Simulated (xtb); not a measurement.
xtb input (GFN-FF):

```bash
xtb mol.xyz --gfnff --opt tight --chrg 0 --uhf 0
```
mol.xyz:
```
18

C      2.54384328    -0.02186337    -0.33280936
C      1.21355244     0.72221762    -0.38227315
C      0.00515770    -0.17319967    -0.11718862
C     -1.31750015     0.57387087    -0.27441969
C     -2.54293315    -0.32000287    -0.11605114
O      0.09676328    -0.80383387     1.16516243
H      2.58596125    -0.79484291    -1.10385043
H      2.68046608    -0.51076574     0.63179224
H      3.38242610     0.65739244    -0.49501466
H      1.08671786     1.19669990    -1.35999055
H      1.21049679     1.53575570     0.35380144
H      0.02418516    -1.01057454    -0.82242639
H     -1.34693866     1.38586263     0.46277913
H     -1.33020948     1.05504211    -1.25700021
H     -2.53934020    -0.81670221     0.85421913
H     -3.46571417     0.25601819    -0.20320104
H     -2.55984279    -1.09644206    -0.88457693
H      0.08496510    -0.11290816     1.83862055
```

End of the output:

```
         :::::::::::::::::::::::::::::::::::::::::::::::::::::
         ::                     SUMMARY                     ::
         :::::::::::::::::::::::::::::::::::::::::::::::::::::
         :: total energy              -2.568322936864 Eh    ::
         :: gradient norm              0.000186880901 Eh/a0 ::
         ::.................................................::
         :: bond energy               -2.643444366741 Eh    ::
         :: angle energy               0.002401590596 Eh    ::
         :: torsion energy            -0.000857873000 Eh    ::
         :: repulsion energy           0.150310084613 Eh    ::
         :: electrostat energy        -0.065505529872 Eh    ::
         :: dispersion energy         -0.008777960227 Eh    ::
         :: HB energy                  0.000000000000 Eh    ::
         :: XB energy                  0.000000000000 Eh    ::
         :: bonded atm energy         -0.002448882233 Eh    ::
         :: external energy            0.000000000000 Eh    ::
         :: add. restraining           0.000000000000 Eh    ::
         :: total charge              -0.000000000000 e     ::
         :::::::::::::::::::::::::::::::::::::::::::::::::::::

           -------------------------------------------------
          |                Property Printout                |
           -------------------------------------------------

molecular dipole:
                 x           y           z       tot (Debye)
 q only:       -0.042       0.540      -0.249       1.517
           -------------------------------------------------
          |                Geometry Summary                 |
           -------------------------------------------------

      molecular mass/u    :       88.1483734
   center of mass at/Å    :        0.0014214      -0.0163263       0.0117526
  moments of inertia/u·Å² :        0.6896322E+02   0.2633756E+03   0.3025502E+03
rotational constants/cm⁻¹ :        0.2444438E+00   0.6400606E-01   0.5571847E-01

 * 17 selected distances

     #   Z          #   Z                                           value/Å
     1   6 C        2   6 C                                       1.5156041
     2   6 C        3   6 C                                       1.5324102
     3   6 C        4   6 C                                       1.5324181 (max)
     4   6 C        5   6 C                                       1.5155995
     3   6 C        6   8 O                                       1.4231935
     1   6 C        7   1 H                                       1.0915453
     1   6 C        8   1 H                                       1.0914347
     1   6 C        9   1 H                                       1.0924687
     2   6 C       10   1 H                                       1.0972032
     2   6 C       11   1 H                                       1.0961780
     3   6 C       12   1 H                                       1.1019186
     4   6 C       13   1 H                                       1.0961765
     4   6 C       14   1 H                                       1.0972090
     5   6 C       15   1 H                                       1.0914315
     5   6 C       16   1 H                                       1.0924683
     5   6 C       17   1 H                                       1.0915465
     6   8 O       18   1 H                                       0.9836099 (min)

 * 4 distinct bonds (by element types)

   Z      Z             #   av. dist./Å        max./Å        min./Å
   1 H    6 C          11     1.0945073     1.1019186     1.0914315
   6 C    6 C           4     1.5240079     1.5324181     1.5155995
   1 H    8 O           1     0.9836099     0.9836099     0.9836099
   6 C    8 O           1     1.4231935     1.4231935     1.4231935

optimized geometry written to: xtbopt.xyz

           -------------------------------------------------
          | TOTAL ENERGY               -2.568322936864 Eh   |
          | GRADIENT NORM               0.000186880901 Eh/α |
           -------------------------------------------------
########################################################################
[WARNING] Runtime exception occurred
-1- gfnff_setup: Could not read topology file.
########################################################################

------------------------------------------------------------------------
------------------------------------------------------------------------
 total:
 SCF:
Note: The following floating-point exceptions are signalling: IEEE_UNDERFLOW_FLAG IEEE_DENORMAL
normal termination of xtb
 ANC optimizer:
```
